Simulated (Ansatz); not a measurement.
A structure relaxed at PBE0-D4/def2-TZVP, charge 0, multiplicity 1:

Cartesian coordinates in Å:
```
C 3.0178 0.1126 -0.0099
O 1.6854 0.4669 0.1892
Zr -0.1765 0.7962 0.2941
S -0.7717 2.7175 -1.1429
S -0.5690 1.2916 2.6788
O -1.2817 -0.6482 -0.2539
C -1.9408 -1.8392 -0.5467
H 3.6054 0.3584 0.8794
H 3.4293 0.6590 -0.8637
H 3.1060 -0.9609 -0.2029
H -1.8475 2.0616 -1.6159
H -1.8880 1.4726 2.4764
H -2.4165 -2.2404 0.3532
H -2.7134 -1.6639 -1.3016
H -1.2388 -2.5840 -0.9338
```

Problem. Give its formula and SMILES.

Solution. C2H8O2S2Zr, `C[O][Zr]([SH])([SH])[O]C`.

Problem. Point group (tolerance 0.08 Å, 0.16 Å for H)?

Solution. C1.

Problem. Summarise the bond lengths by kind.

Solution. 2 × C–O 1.392 to 1.393 Å; 6 × C–H 1.094 Å; 2 × O–Zr 1.894 to 1.900 Å; 2 × S–Zr 2.467 to 2.472 Å; 2 × H–S 1.346 to 1.347 Å.

Program: Ansatz 0.2.0.
